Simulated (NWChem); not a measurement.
CrNH3O3; SMILES [NH]=[Cr](=[O])([OH])[OH]

```xyz
8

Cr     0.0008    -0.0008     0.1598
O      0.8351    -0.0020     1.4647
N      0.9649    -0.0015    -1.1441
H      1.9863    -0.0007    -1.2179
O     -1.0056    -1.4428     0.1144
H     -1.0312    -1.8866    -0.7492
O     -1.0018     1.4440     0.1148
H     -1.0225     1.8909    -0.7474
```
Atoms are numbered in this order, from 1.

Level: B3LYP/6-31G* (spherical d) (NWChem), optimised geometry, unscaled harmonic frequencies. B3LYP is NWChem's, with the RPA form of VWN correlation.

Task: List the harmonic frequencies with IR intensities, and the thermochemistry.

Result: 
| frequency (cm⁻¹) | IR intensity (km/mol) |
|---|---|
| 258 | 1.1 |
| 269 | 14.3 |
| 309 | 4.4 |
| 309 | 1.6 |
| 338 | 28.8 |
| 346 | 57.9 |
| 419 | 111.9 |
| 611 | 144.6 |
| 643 | 28.2 |
| 743 | 69.0 |
| 760 | 381.8 |
| 812 | 86.0 |
| 859 | 16.6 |
| 1022 | 93.6 |
| 1148 | 163.7 |
| 3496 | 74.8 |
| 3758 | 145.5 |
| 3763 | 96.2 |

```yaml
zero_point_energy: 28.4 kcal/mol
thermal correction to the enthalpy at 298.15 K (with zero-point energy): 32.9 kcal/mol
heat capacity Cv: 22.6 cal/(mol K)
entropy at 298.15 K and 1 atm (symmetry number 1): 77.3 cal/(mol K)
dipole_moment: 3.80 D
```

Rigid rotor and harmonic oscillator.
